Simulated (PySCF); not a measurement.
C2H2BF2N. Atoms are numbered in the order given.

```xyz
8

F      1.9626    -0.0775     0.0442
B      0.7313     0.2731     0.3294
C     -0.1254     1.5325     0.0777
N     -1.1247     0.7723    -0.2533
C     -0.6554    -0.5029     0.3530
F     -0.8272    -1.5776    -0.4531
H     -0.1246     2.6169    -0.0776
H     -1.1934    -0.6702     1.2989
```

Geometry: PBE0-D3(BJ)/def2-SVP. The structure was generated by enumeration; whether it is a known compound was not checked.

All values below come from B3LYP/def2-TZVP (PySCF).

Computed frontier levels, gap, dipole moment and polarisability:
- highest occupied level = -7.86 eV
- lowest empty level = -2.28 eV
- orbital gap = 5.58 eV
- dipole moment = 2.56 D
- quadrupole, principal values (traceless, Buckingham form, about the centre of nuclear charge) = -6.84, 1.75, 5.09 D·Å
- mean static polarisability = 40.7 bohr³ (6.03 Å³)
- polarisability, principal values = 31.0, 43.5, 47.6 bohr³
